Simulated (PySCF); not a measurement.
C5H4ClF3O.
Structure used (GFN2-xTB), in Å, numbered top down from 1:
```xyz
14
C5H4ClF3O angstrom
C      1.708   -1.072    0.411
C      1.330   -0.813   -0.827
O      0.400    0.117   -1.226
C     -0.493    0.607   -0.331
C     -0.699    1.913   -0.138
Cl     0.242    3.106   -0.900
C     -1.393   -0.380    0.395
F     -2.683   -0.019    0.303
F     -1.130   -0.449    1.713
F     -1.300   -1.618   -0.088
H      1.291   -0.571    1.267
H      2.464   -1.809    0.599
H      1.755   -1.288   -1.698
H     -1.492    2.274    0.498
```

The closed-shell SCF was solved with PySCF and density fitting under several settings on one GFN2-xTB geometry (grid level 2 and gas phase unless stated).

```tsv
settings	basis functions	SCF cycles	E (Eh)	HOMO (eV)	LUMO (eV)	dipole (D)
PBE0/pcSseg-1	197	14	-1027.0233	-7.32	-1.07	0.90
PBE0/def2-SVPD	251	14	-1026.5652	-7.37	-1.15	0.95
```

Problem. Estimate the row for these settings: LDA/3-21G, IEF-PCM acetonitrile, energy threshold 1e-07 Eh.

Solution. 
```csv
settings,basis functions,SCF cycles,E (Eh),HOMO (eV),LUMO (eV),dipole (D)
"LDA/3-21G, IEF-PCM acetonitrile, energy threshold 1e-07 Eh",102,10,-1016.8974,-5.84,-1.69,0.94
```

Problem. Over all rows, what range does the HOMO–LUMO gap span?

Solution. From 4.15 eV (LDA/3-21G, IEF-PCM acetonitrile, energy threshold 1e-07 Eh) to 6.25 eV (PBE0/pcSseg-1). The functional of the narrowest has no exact exchange, that of the widest 25 % exact exchange.

Problem. And the dipole moment?

Solution. From 0.90 D (PBE0/pcSseg-1) to 0.95 D (PBE0/def2-SVPD); the largest is 1.06 times the smallest, and the median is 0.94 D.

Problem. Compare two rows with the functional PBE0: PBE0/pcSseg-1 and PBE0/def2-SVPD. Which energy is lower, and by how much?

Solution. PBE0/pcSseg-1 (197 functions) lies 0.4581 Eh or 287 kcal/mol below PBE0/def2-SVPD (251 functions). The smaller set gives the lower energy; the two sets aren't nested, so the variational bound doesn't order them by size.

Whole jobs, the steps after the SCF included, on one thread of an Intel Xeon Platinum 8488C, shared host:

```json
{"settings": "PBE0/pcSseg-1", "work after the SCF": "shieldings, charges and field gradients", "wall time": "36 s", "peak memory": "0.85 GiB"}
{"settings": "PBE0/def2-SVPD", "work after the SCF": "6 singlets by full TDDFT, 2 Tamm–Dancoff triplets, polarisability", "wall time": "56 s", "peak memory": "1.0 GiB"}
{"settings": "LDA/3-21G, IEF-PCM acetonitrile, energy threshold 1e-07 Eh", "work after the SCF": "spin–spin couplings from 7 perturbed nuclei, spin–dipole term for 3 of them", "wall time": "5.6 s", "peak memory": "0.51 GiB"}
```

Cycle counts include a coarse-grid stage where the run had one. The species at its GFN2-xTB geometry (one conformer only).
